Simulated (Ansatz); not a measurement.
Ansatz (a quantum-chemistry and plane-wave program) input (B3LYP-D3(BJ)/def2-TZVP):

Ansatz 0.2 input:
```yaml
crystal:
  periodic: [false, false, false]
  atoms:
    - {symbol: F, position_ang: [1.80738307, -0.92284836, 0.00893852]}
    - {symbol: C, position_ang: [0.68308442, -0.24341590, 0.00400164]}
    - {symbol: C, position_ang: [0.43429226, 1.04615514, 0.17198054]}
    - {symbol: O, position_ang: [-0.93576998, 1.25605864, -0.01992981]}
    - {symbol: C, position_ang: [-1.49023792, -0.04888099, 0.06603119]}
    - {symbol: O, position_ang: [-0.43723869, -0.96832040, -0.27238507]}
    - {symbol: H, position_ang: [1.06941773, 1.89147937, 0.35120076]}
    - {symbol: H, position_ang: [-1.80823690, -0.25338904, 1.09809593]}
    - {symbol: H, position_ang: [-2.30639176, -0.15751031, -0.64330463]}
basis:
  gaussian:
    orbitals: def2-TZVP
hamiltonian:
  xc: b3lyp
  dispersion: d3bj
phonons: {temperatures: {t_min: 298.15, t_max: 298.15, t_step: 100}}
```

Output:

```
Functional definition: B3LYP
integrals: 0.11 GiB planned
1130 factors; their error is unknown
mean field: 1.07 GiB planned
mean field evaluation 1: about -9967.6276 eV, gradient 5.4e1 eV
mean field evaluation 2: about -9963.7785 eV, gradient 7.0e1 eV
mean field evaluation 4: about -9972.9240 eV, gradient 4.4e0 eV
mean field evaluation 8: about -9972.9638 eV, gradient 2.0e-1 eV
mean field evaluation 16: about -9972.9673 eV, gradient 8.9e-3 eV
mean field -9972.96729796 eV, -366.4997882802 hartree, gradient 8.9e-6 eV, S^2 0.000000; 0 other end points of the search recorded, 0 dependent functions left out
the calculation of the forces begins
reference -9972.96752384 eV, -366.4997965809 hartree; 23, 23 occupied and 181, 181 virtual orbitals, 1130 factors
these checks for a lower state are left out or cut short: stability, starts, cluster_reference, orbital_swaps, neighbouring_geometries, increment
integrals: 0.11 GiB planned
1130 factors; their error is unknown
mean field: 1.07 GiB planned
mean field -9972.96722302 eV, -366.4997855260 hartree, gradient 2.5e-6 eV, S^2 0.000000; 0 other end points of the search recorded, 0 dependent functions left out
the calculation of the forces begins
reference -9972.96744887 eV, -366.4997938260 hartree; 23, 23 occupied and 181, 181 virtual orbitals, 1130 factors
these checks for a lower state are left out or cut short: stability, starts, cluster_reference, orbital_swaps, neighbouring_geometries, increment
integrals: 0.11 GiB planned
1130 factors; their error is unknown
mean field: 1.07 GiB planned
mean field evaluation 32: about -9972.9668 eV, gradient 5.7e-1 eV
mean field -9972.96715692 eV, -366.4997830970 hartree, gradient 2.5e-6 eV, S^2 0.000000; 0 other end points of the search recorded, 0 dependent functions left out
the calculation of the forces begins
reference -9972.96738282 eV, -366.4997913984 hartree; 23, 23 occupied and 181, 181 virtual orbitals, 1130 factors
these checks for a lower state are left out or cut short: stability, starts, cluster_reference, orbital_swaps, neighbouring_geometries, increment
integrals: 0.11 GiB planned
1130 factors; their error is unknown
mean field: 1.07 GiB planned
mean field -9972.96722662 eV, -366.4997856582 hartree, gradient 2.5e-6 eV, S^2 0.000000; 0 other end points of the search recorded, 0 dependent functions left out
the calculation of the forces begins
reference -9972.96745249 eV, -366.4997939590 hartree; 23, 23 occupied and 181, 181 virtual orbitals, 1130 factors
these checks for a lower state are left out or cut short: stability, starts, cluster_reference, orbital_swaps, neighbouring_geometries, increment
integrals: 0.11 GiB planned
1130 factors; their error is unknown
mean field: 1.07 GiB planned
mean field -9972.96726468 eV, -366.4997870571 hartree, gradient 2.5e-6 eV, S^2 0.000000; 0 other end points of the search recorded, 0 dependent functions left out
the calculation of the forces begins
reference -9972.96749055 eV, -366.4997953577 hartree; 23, 23 occupied and 181, 181 virtual orbitals, 1130 factors
these checks for a lower state are left out or cut short: stability, starts, cluster_reference, orbital_swaps, neighbouring_geometries, increment
integrals: 0.11 GiB planned
1130 factors; their error is unknown
mean field: 1.07 GiB planned
mean field -9972.96728991 eV, -366.4997879841 hartree, gradient 2.5e-6 eV, S^2 0.000000; 0 other end points of the search recorded, 0 dependent functions left out
the calculation of the forces begins
reference -9972.96751579 eV, -366.4997962849 hartree; 23, 23 occupied and 181, 181 virtual orbitals, 1130 factors
these checks for a lower state are left out or cut short: stability, starts, cluster_reference, orbital_swaps, neighbouring_geometries, increment
integrals: 0.11 GiB planned
[...]
these checks for a lower state are left out or cut short: stability, starts, cluster_reference, orbital_swaps, neighbouring_geometries, increment
integrals: 0.11 GiB planned
1130 factors; their error is unknown
mean field: 1.07 GiB planned
mean field -9972.96729300 eV, -366.4997880978 hartree, gradient 2.5e-6 eV, S^2 0.000000; 0 other end points of the search recorded, 0 dependent functions left out
the calculation of the forces begins
reference -9972.96751889 eV, -366.4997963989 hartree; 23, 23 occupied and 181, 181 virtual orbitals, 1130 factors
these checks for a lower state are left out or cut short: stability, starts, cluster_reference, orbital_swaps, neighbouring_geometries, increment
integrals: 0.11 GiB planned
1130 factors; their error is unknown
mean field: 1.07 GiB planned
mean field -9972.96728718 eV, -366.4997878837 hartree, gradient 2.5e-6 eV, S^2 0.000000; 0 other end points of the search recorded, 0 dependent functions left out
the calculation of the forces begins
reference -9972.96751304 eV, -366.4997961841 hartree; 23, 23 occupied and 181, 181 virtual orbitals, 1130 factors
these checks for a lower state are left out or cut short: stability, starts, cluster_reference, orbital_swaps, neighbouring_geometries, increment
integrals: 0.11 GiB planned
1130 factors; their error is unknown
mean field: 1.07 GiB planned
mean field evaluation 320: about -9972.9673 eV, gradient 3.2e-4 eV
mean field -9972.96725004 eV, -366.4997865192 hartree, gradient 2.5e-6 eV, S^2 0.000000; 0 other end points of the search recorded, 0 dependent functions left out
the calculation of the forces begins
reference -9972.96747587 eV, -366.4997948180 hartree; 23, 23 occupied and 181, 181 virtual orbitals, 1130 factors
these checks for a lower state are left out or cut short: stability, starts, cluster_reference, orbital_swaps, neighbouring_geometries, increment
integrals: 0.11 GiB planned
1130 factors; their error is unknown
mean field: 1.07 GiB planned
mean field -9972.96729912 eV, -366.4997883227 hartree, gradient 2.5e-6 eV, S^2 0.000000; 0 other end points of the search recorded, 0 dependent functions left out
the calculation of the forces begins
reference -9972.96752505 eV, -366.4997966252 hartree; 23, 23 occupied and 181, 181 virtual orbitals, 1130 factors
these checks for a lower state are left out or cut short: stability, starts, cluster_reference, orbital_swaps, neighbouring_geometries, increment
integrals: 0.11 GiB planned
1130 factors; their error is unknown
mean field: 1.07 GiB planned
mean field -9972.96726964 eV, -366.4997872392 hartree, gradient 2.5e-6 eV, S^2 0.000000; 0 other end points of the search recorded, 0 dependent functions left out
the calculation of the forces begins
reference -9972.96749550 eV, -366.4997955395 hartree; 23, 23 occupied and 181, 181 virtual orbitals, 1130 factors
these checks for a lower state are left out or cut short: stability, starts, cluster_reference, orbital_swaps, neighbouring_geometries, increment
integrals: 0.11 GiB planned
1130 factors; their error is unknown
mean field: 1.07 GiB planned
mean field -9972.96728302 eV, -366.4997877310 hartree, gradient 2.5e-6 eV, S^2 0.000000; 0 other end points of the search recorded, 0 dependent functions left out
the calculation of the forces begins
reference -9972.96750891 eV, -366.4997960321 hartree; 23, 23 occupied and 181, 181 virtual orbitals, 1130 factors
these checks for a lower state are left out or cut short: stability, starts, cluster_reference, orbital_swaps, neighbouring_geometries, increment
integrals: 0.11 GiB planned
1130 factors; their error is unknown
mean field: 1.07 GiB planned
mean field -9972.96722450 eV, -366.4997855804 hartree, gradient 2.5e-6 eV, S^2 0.000000; 0 other end points of the search recorded, 0 dependent functions left out
the calculation of the forces begins
reference -9972.96745045 eV, -366.4997938838 hartree; 23, 23 occupied and 181, 181 virtual orbitals, 1130 factors
these checks for a lower state are left out or cut short: stability, starts, cluster_reference, orbital_swaps, neighbouring_geometries, increment
integrals: 0.11 GiB planned
1130 factors; their error is unknown
mean field: 1.07 GiB planned
mean field evaluation 352: about -9972.9561 eV, gradient 5.8e-1 eV
mean field -9972.96719890 eV, -366.4997846398 hartree, gradient 2.5e-6 eV, S^2 0.000000; 0 other end points of the search recorded, 0 dependent functions left out
the calculation of the forces begins
reference -9972.96742471 eV, -366.4997929378 hartree; 23, 23 occupied and 181, 181 virtual orbitals, 1130 factors
these checks for a lower state are left out or cut short: stability, starts, cluster_reference, orbital_swaps, neighbouring_geometries, increment
integrals: 0.11 GiB planned
1130 factors; their error is unknown
mean field: 1.07 GiB planned
mean field -9972.96720262 eV, -366.4997847762 hartree, gradient 2.5e-6 eV, S^2 0.000000; 0 other end points of the search recorded, 0 dependent functions left out
the calculation of the forces begins
reference -9972.96742841 eV, -366.4997930740 hartree; 23, 23 occupied and 181, 181 virtual orbitals, 1130 factors
these checks for a lower state are left out or cut short: stability, starts, cluster_reference, orbital_swaps, neighbouring_geometries, increment
integrals: 0.11 GiB planned
1130 factors; their error is unknown
mean field: 1.07 GiB planned
mean field -9972.96726116 eV, -366.4997869275 hartree, gradient 2.5e-6 eV, S^2 0.000000; 0 other end points of the search recorded, 0 dependent functions left out
the calculation of the forces begins
reference -9972.96748711 eV, -366.4997952312 hartree; 23, 23 occupied and 181, 181 virtual orbitals, 1130 factors
these checks for a lower state are left out or cut short: stability, starts, cluster_reference, orbital_swaps, neighbouring_geometries, increment
integrals: 0.11 GiB planned
1130 factors; their error is unknown
mean field: 1.07 GiB planned
mean field -9972.96727437 eV, -366.4997874133 hartree, gradient 2.5e-6 eV, S^2 0.000000; 0 other end points of the search recorded, 0 dependent functions left out
the calculation of the forces begins
reference -9972.96750023 eV, -366.4997957133 hartree; 23, 23 occupied and 181, 181 virtual orbitals, 1130 factors
these checks for a lower state are left out or cut short: stability, starts, cluster_reference, orbital_swaps, neighbouring_geometries, increment
integrals: 0.11 GiB planned
1130 factors; their error is unknown
mean field: 1.07 GiB planned
mean field evaluation 384: about -9972.9673 eV, gradient 8.8e-3 eV
mean field -9972.96728460 eV, -366.4997877890 hartree, gradient 2.5e-6 eV, S^2 0.000000; 0 other end points of the search recorded, 0 dependent functions left out
the calculation of the forces begins
reference -9972.96751049 eV, -366.4997960904 hartree; 23, 23 occupied and 181, 181 virtual orbitals, 1130 factors
these checks for a lower state are left out or cut short: stability, starts, cluster_reference, orbital_swaps, neighbouring_geometries, increment
integrals: 0.11 GiB planned
1130 factors; their error is unknown
mean field: 1.07 GiB planned
mean field -9972.96723371 eV, -366.4997859190 hartree, gradient 2.5e-6 eV, S^2 0.000000; 0 other end points of the search recorded, 0 dependent functions left out
the calculation of the forces begins
reference -9972.96745954 eV, -366.4997942179 hartree; 23, 23 occupied and 181, 181 virtual orbitals, 1130 factors
these checks for a lower state are left out or cut short: stability, starts, cluster_reference, orbital_swaps, neighbouring_geometries, increment
integrals: 0.11 GiB planned
1130 factors; their error is unknown
mean field: 1.07 GiB planned
mean field -9972.96725110 eV, -366.4997865580 hartree, gradient 2.5e-6 eV, S^2 0.000000; 0 other end points of the search recorded, 0 dependent functions left out
the calculation of the forces begins
reference -9972.96747703 eV, -366.4997948606 hartree; 23, 23 occupied and 181, 181 virtual orbitals, 1130 factors
Total energy: -9973.24311084 eV, -366.5099242164 hartree
Atom 0 at     1.807383    -0.922848     0.008939 Å, force     0.000072    -0.000034    -0.000096 eV/Å
Atom 1 at     0.683084    -0.243416     0.004002 Å, force     0.000070     0.000076     0.001012 eV/Å
Atom 2 at     0.434292     1.046155     0.171981 Å, force    -0.000650    -0.000223    -0.000653 eV/Å
Atom 3 at    -0.935770     1.256059    -0.019930 Å, force     0.000306     0.000536     0.000263 eV/Å
Atom 4 at    -1.490238    -0.048881     0.066031 Å, force     0.000040    -0.000763     0.000028 eV/Å
Atom 5 at    -0.437239    -0.968320    -0.272385 Å, force     0.000085     0.000451    -0.000513 eV/Å
Atom 6 at     1.069418     1.891479     0.351201 Å, force     0.000234    -0.000123    -0.000149 eV/Å
Atom 7 at    -1.808237    -0.253389     1.098096 Å, force    -0.000056    -0.000021     0.000385 eV/Å
Atom 8 at    -2.306392    -0.157510    -0.643305 Å, force    -0.000101     0.000099    -0.000276 eV/Å
Dipole moment:    -0.170817     0.100573     0.095773 e Å
Vibrations: 199.10 309.16 429.01 567.48 655.48 710.07 731.30 930.00 963.37 1000.54 1112.58 1156.32 1217.31 1264.75 1321.46 1445.21 1530.71 1776.62 2969.43 3134.80 3314.15 cm⁻¹, zero-point energy 1.657596 eV
```
